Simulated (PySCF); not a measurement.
C3O3Ru, SMILES [O+]#[C-]->[Ru](<-[C-]#[O+])<-[C-]#[O+], multiplicity 1.

Coordinates come from a PBE0-D3(BJ)/def2-SVP optimisation. The spin state was assumed, not searched. The def2 effective core potentials stand for the cores of Ru; spin–orbit coupling is left out.

Two levels are set side by side: TDDFT-PBE/def2-SVPD (PySCF) and TDDFT-ωB97X/def2-SVPD (PySCF). Vertical, same geometry. The lowest singlet is HOMO→LUMO 99 % with PBE and HOMO→LUMO 96 % with the other functional; states are paired by order. Differences are taken from unrounded values.

| quantity | TDDFT-ωB97X | TDDFT-PBE | TDDFT-PBE minus TDDFT-ωB97X |
|---|---|---|---|
| lowest singlet excitation (eV) | 1.31 | 1.48 | 0.17 |
| lowest triplet excitation (TDA) (eV) | 0.98 | 1.15 | 0.17 |
| first bright state (f over 0.05) (eV) | 2.89 | 3.84 | 0.96 |
| its oscillator strength | 0.05 | 0.06 | 0.01 |

Rough cost on one machine, each run with all the roots and properties that it gave: TDDFT-ωB97X against TDDFT-PBE about 10 times.
